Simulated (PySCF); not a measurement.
Molecule: sum formula SiN$_{3}$H$_{5}$Cl, charge -1, multiplicity 1. It need not be the lowest isomer of its formula. Whether it binds its extra electron was not tested at this geometry. SMILES: [NH-][Si](N)(N)Cl
Structure (B3LYP-D3(BJ)/def2-TZVP (Ansatz) minimum search):
```
Si
N 1 1.6271
H 2 1.0134 1 116.40
N 1 1.7604 2 109.14 3 -171.44
H 4 1.0115 1 114.16 2 -141.06
H 4 1.0130 5 108.47 1 -122.32
N 1 1.7604 2 120.40 3 -42.20
H 7 1.0115 1 115.52 2 166.80
H 7 1.0124 8 109.44 1 -128.70
Cl 1 2.2497 2 119.79 3 73.82
```
Charge -1, spin multiplicity 1.

Dispersion corrections to the total energy (kcal/mol) from the dftd3 and dftd4 libraries through PySCF: D3(BJ) without and D4 with the three-body term, each with the damping fitted for the functional named.

```tsv
functional	D3(BJ)	D4
HF	-43.23	-22.58
B2GP-PLYP	(withheld)	-2.84
PW6B95	-3.17	-5.75
r2SCAN	-1.64	-1.63
B2PLYP	-4.95	-4.67
TPSS	(withheld)	-9.02
B3LYP	(withheld)	-10.78
```

**Question.** What belongs in the gaps?

**Answer.** 
- B2GP-PLYP, D3(BJ): -4.38
- TPSS, D3(BJ): -7.37
- B3LYP, D3(BJ): -10.28
